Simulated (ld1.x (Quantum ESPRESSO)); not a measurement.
## Pseudopotential generation for xenon (Xe): PAW, PBE, scalar-relativistic.

ld1.x (Quantum ESPRESSO) 7.5 was run on this input:

```
&input
   title='Xe', zed=54., rel=1, dft='PBE', iswitch=3,
   config='[Kr] 4d10 5s2 5p6',
   nld=3, rlderiv=2.35, eminld=-6.0, emaxld=5.0, deld=0.02
 /
 &inputp
   pseudotype=3, lpaw=.true., tm=.true., lloc=-1, rcloc=1.60,
   nlcc=.true., new_core_ps=.true.,
   which_augfun='PSQ', rmatch_augfun_nc=.true.,
   file_pseudopw='Xe.UPF', file_wfcaegen='ae.wfc', file_wfcncgen='nc.wfc', file_beta='beta', file_chi='chi', file_wfcusgen='us.wfc'
 /
6
5S  1  0   2.00   0.00  1.55  1.90  0.0
5S  1  0   0.00   1.95  1.55  1.90  0.0
5P  2  1   6.00   0.00  1.60  2.15  0.0
5P  2  1   0.00   0.05  1.60  2.15  0.0
4D  3  2  10.00   0.00  1.00  1.20  0.0
4D  3  2   0.00  -3.55  1.00  1.20  0.0
 &test
   configts(1)='4d10 5s2 5p6'
 /
```

Command:

```bash
ld1.x < Xe.in > Xe.out
```

Output (shortened: banner, matrices, multipoles, cross overlaps and the repeated all-electron block are left out):

```
Program LD1 v.7.5
     --------------------------- All-electron run ----------------------------

     Xe
     scalar relativistic calculation

     atomic number is 54.00
     dft =PBE   lsd =0 sic =0 latt =0  beta=0.20 tr2=1.0E-14
     Exchange-correlation= PBE
                           (   1   4   3   4   0   0   0)
     mesh =1249 r(mesh) = 100.58629 a.u. xmin = -7.00 dx = 0.01250
     1 Ry =  13.60569312 eV, c = 137.03599908

     n l     nl                  e(Ry)          e(Ha)          e(eV)
     1 0     1S 1( 2.00)     -2526.4007     -1263.2004    -34373.4330
     2 0     2S 1( 2.00)      -393.1833      -196.5917     -5349.5317
     2 1     2P 1( 6.00)      -352.7871      -176.3936     -4799.9136
     3 0     3S 1( 2.00)       -80.4220       -40.2110     -1094.1965
     3 1     3P 1( 6.00)       -67.3771       -33.6886      -916.7128
     4 0     4S 1( 2.00)       -14.5129        -7.2564      -197.4576
     4 1     4P 1( 6.00)       -10.3830        -5.1915      -141.2679
     3 2     3D 1(10.00)       -48.0391       -24.0195      -653.6050
     4 2     4D 1(10.00)        -4.3646        -2.1823       -59.3839
     5 0     5S 1( 2.00)        -1.4510        -0.7255       -19.7418
     5 1     5P 1( 6.00)        -0.6052        -0.3026        -8.2343

     final scf error:  5.1E-15 reached in  25 iterations

     Etot =  -14894.609192 Ry,   -7447.304596 Ha, -202651.481857 eV

     Ekin =   15663.703198 Ry,    7831.851599 Ha,  213115.538880 eV
     Encl =  -36050.884928 Ry,  -18025.442464 Ha, -490497.277146 eV
     Eh   =    5865.745220 Ry,    2932.872610 Ha,   79807.529395 eV
     Exc  =    -373.172681 Ry,    -186.586341 Ha,   -5077.272986 eV

     normalization and overlap integrals

     s(1S/1S) =  1.000000  <r> =   0.0267  <r2> =    0.0010  r(max) =   0.0172
     s(2S/2S) =  1.000000  <r> =   0.1146  <r2> =    0.0155  r(max) =   0.0964
     s(2P/2P) =  1.000000  <r> =   0.1003  <r2> =    0.0123  r(max) =   0.0780
     s(3S/3S) =  1.000000  <r> =   0.3064  <r2> =    0.1073  r(max) =   0.2790
     s(3P/3P) =  1.000000  <r> =   0.3044  <r2> =    0.1074  r(max) =   0.2721
     s(4S/4S) =  1.000000  <r> =   0.7167  <r2> =    0.5800  r(max) =   0.6610
     s(4P/4P) =  1.000000  <r> =   0.7649  <r2> =    0.6661  r(max) =   0.6949
     s(3D/3D) =  1.000000  <r> =   0.2809  <r2> =    0.0933  r(max) =   0.2256
     s(4D/4D) =  1.000000  <r> =   0.8768  <r2> =    0.8980  r(max) =   0.7490
     s(5S/5S) =  1.000000  <r> =   1.8617  <r2> =    3.9258  r(max) =   1.6258
     s(5P/5P) =  1.000000  <r> =   2.3133  <r2> =    6.1813  r(max) =   1.9127

     ------------------------ End of All-electron run ------------------------

     --------------------- Generating PAW atomic setup --------------------

      Generating local potential from pseudized AE potential:
      Matching radius rcloc =   1.6000

      Local pseudo, rcloc= 1.586 Estimated cut-off energy=     9.91 Ry

      Computing core charge for nlcc:

       r > 0.53 : true rho core
      Core charge pseudized with two Bessel functions
      Integrated core pseudo-charge :  16.99
      Wfc-us  5S rcutus= 1.889  Estimated cut-off energy=    13.29 Ry
      Wfc-us  5S rcutus= 1.889  Estimated cut-off energy=    21.47 Ry
      Wfc-us  5P rcutus= 2.140  Estimated cut-off energy=    16.76 Ry
      Wfc-us  5P rcutus= 2.140  Estimated cut-off energy=    18.11 Ry
      Wfc-us  4D rcutus= 1.204  Estimated cut-off energy=    81.94 Ry
      Wfc-us  4D rcutus= 1.204  Estimated cut-off energy=    86.91 Ry

     Required augmentation: PSQ   radius:    2.150000

     Q pseudized with Bessel functions
     Expected ecutrho=     456.7423 due to l1=  2   l2=  2

     Estimated PAW energy = -593.375588 Ryd

     ------------------- End of pseudopotential generation -------------------

     Computing logarithmic derivative in   2.35087
     Computing logarithmic derivative in   2.35087
     Computing the partial wave expansion
     R is outside the sphere for l=    0 j= 0.00
     R is outside the sphere for l=    0 j= 0.00
     R is outside the sphere for l=    1 j= 0.00
     R is outside the sphere for l=    1 j= 0.00
     R is outside the sphere for l=    2 j= 0.00
     R is outside the sphere for l=    2 j= 0.00

     ---------------------- Testing the pseudopotential ----------------------

     Xe
     scalar relativistic calculation

     atomic number is 54.00   valence charge is 18.00
     dft = SLA  PW   PBX  PBC   lsd =0 sic =0 latt =0  beta=0.20 tr2=1.0E-14
     mesh =1249 r(mesh) = 100.58629 xmin = -7.00 dx = 0.01250

     n l     nl             e AE (Ry)        e PS (Ry)    De AE-PS (Ry)
     3 2     4D   1(10.00)       -4.36464       -4.36464        0.00001
     1 0     5S   1( 2.00)       -1.45100       -1.45100        0.00001
     2 1     5P   1( 6.00)       -0.60521       -0.60522        0.00000

     eps = 3.0E-15  iter =  9

     Etot =  -14894.609192 Ry,   -7447.304596 Ha, -202651.481857 eV
     Etotps =  -593.375626 Ry,    -296.687813 Ha,   -8073.286679 eV

     Ekin =     427.147125 Ry,     213.573563 Ha,    5811.632708 eV
     Encl =    -860.139311 Ry,    -430.069656 Ha,  -11702.791510 eV
     Ehrt =     212.789232 Ry,     106.394616 Ha,    2895.144994 eV
     Ecxc =    -373.172673 Ry,    -186.586337 Ha,   -5077.272872 eV
     (Ecc =     -56.163315 Ry,     -28.081658 Ha,    -764.140832 eV)

     ---------------------- End of pseudopotential test ----------------------
```

Generation and configuration tests took about 1.1 s on one core of a shared server CPU.
